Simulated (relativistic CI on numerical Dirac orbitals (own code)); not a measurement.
**What each ingredient does to the levels of Cl³⁺**

Base calculation: Dirac-Coulomb-Breit CI, separate exchange-only KLI orbitals for each configuration, QED by a radiative potential, valence Slater integrals scaled by 0.85, P86 correlation energy added to each configuration.

CI space (outside the closed core [Ne]): 3s²3p², 3s3p³, 3s²3p3d, 3p⁴, 3s3p²3d, 3s²3p4s, 3s²3p4p, 3p³3d, 3s²3p4d, 3s²3d4p, 3s²3p4f, 3s²3p5s, 3s²3d², 3s3d³, 3p²3d², 3p3d³, 3p3d²4s, 3p3d²4p, 3p3d²4d, 3s²3d4s, 3s3d²4s, 3s²4s², 3s3d4s². Double excitations out of closed p, d and f shells are left out; levels of such configurations are missing from the list, as are those of other unlisted configurations, and high levels can miss mixing partners. These lack a partner that the ground configuration has and come out too high: 3s²3p4f, 3s²3p5s.

Variants: (1) no correlation estimate; (2) Slater integrals left unscaled; (3) QED terms removed; (4) configuration mixing switched off. Shifts of the energy above 3s²3p² ³P0, in cm⁻¹, for the lowest level and the first level of each name with at least 55 % of one term (blank where a level changes its place among those of its configuration and J or its character, or is not in the variant):

```csv
Level,Base,Δ(1),Δ(2),Δ(3),Δ(4),Measured
3s²3p² ³P0,0.0,0.0,0.0,0.0,0.0,0.0
3s²3p² ³P1,484.5,-0.1,-11.1,-1.4,+12.6,491.0
3s²3p² ³P2,1320.4,-0.4,-14.6,-3.5,+43.4,1341.0
3s²3p² ¹D2,13929.9,-5.4,+2198.0,-2.8,+533.1,13766.0
3s²3p² ¹S0,31314.4,-16.7,+4548.1,-1.0,+3406.3,32550.0
3s3p³ ⁵S°2,77918.3,-478.1,-4792.8,+69.4,-12441.0,
3s3p³ ³D°1,108157.3,-591.4,-1357.2,+59.9,+3165.6,
3s3p³ ³D°2,108191.2,-591.1,-1349.7,+59.8,+3142.3,
3s3p³ ³D°3,108270.3,-590.7,-1344.4,+59.6,+3129.8,
3s3p³ ³P°2,125715.0,-607.0,+1534.2,+57.4,-746.4,120256.0
3s3p³ ³P°1,125746.6,-605.0,+1556.2,+57.5,-840.3,120274.0
3s3p³ ³P°0,125758.3,-604.3,+1563.2,+57.5,-883.0,
3s²3p3d ³F°2,162811.2,-1204.1,,-6.5,-6822.1,
3s²3p3d ³F°3,163264.9,-1204.4,+692.4,-7.8,-6759.4,
```

Correlation outside the listed configurations is missing or only estimated: errors of thousands of cm⁻¹ between configurations and terms are usual at this charge. Rates and lifetimes follow the computed energies and can be off by large factors. The fine structure of a lone outer electron comes out too small, for d and f at times inverted, and misplaced configurations move strength between like terms. 24 of the 24 excited levels that our extract of the measured tables holds in this range could be paired (the sources list more); they are missed by 9295 cm⁻¹ on average and 14170 at most, and levels without a partner can miss by more.

Measured levels: Moore, Atomic Energy Levels, vol. I, NSRDS-NBS 35 (1971 reprint of NBS Circular 467, 1949).

Ionisation energy from the two ground configurations alone: base 53.41 eV; no correlation estimate 52.26 eV; Slater integrals left unscaled 53.56 eV. The NIST ASD value (semi-empirical) is 53.24 eV.

LS names give the leading component of a level, which can be under half, so a name can repeat, a term be missing and a line seem to break the LS rules.
